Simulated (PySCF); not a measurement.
# Basis-set dependence of BeC⁺ at MP2

PySCF, UHF reference; quartet, unpaired electrons σ ↑, π ↑↑; De to Be⁺ + C without counterpoise correction. Frozen cores follow the default of each basis and core potential.

| basis | relativity | functions | Re (Å) | ωe (cm⁻¹) | De (eV) | frozen orbitals |
| --- | --- | --- | --- | --- | --- | --- |
| jorge-DZP-DKH | spin-free X2C | 30 | 1.590 | 1134 | 2.46 | 1 |
| aug-pcseg-1 | no relativity | 36 | 1.586 | 1123 | 2.27 | 1 |
| aug-cc-pVDZ | no relativity | 46 | 1.584 | 1124 | 2.54 | 1 |

(1) How does each smaller set differ from the one with most functions, aug-cc-pVDZ?

Correlated steps freeze 1 core orbital. Correlated levels converge slowly with the basis: in double zeta they bind strong bonds too weakly, by up to about 1 eV, and carry superposition errors of some tenths. For an ion De counts to the pair picked by the measured ionisation energies or electron affinities, which need not be the lowest pair at this level. The state was picked by a PBE0 search and need not be the measured ground state.

## Answers

(1) jorge-DZP-DKH: +0.6 pm, +0.9 % in ωe, -0.08 eV in De; aug-pcseg-1: +0.2 pm, -0.1 % in ωe, -0.27 eV in De. All at MP2; the set with most functions is neither the basis-set limit nor always the best. The rows treat relativity differently, so the differences are not basis effects alone.
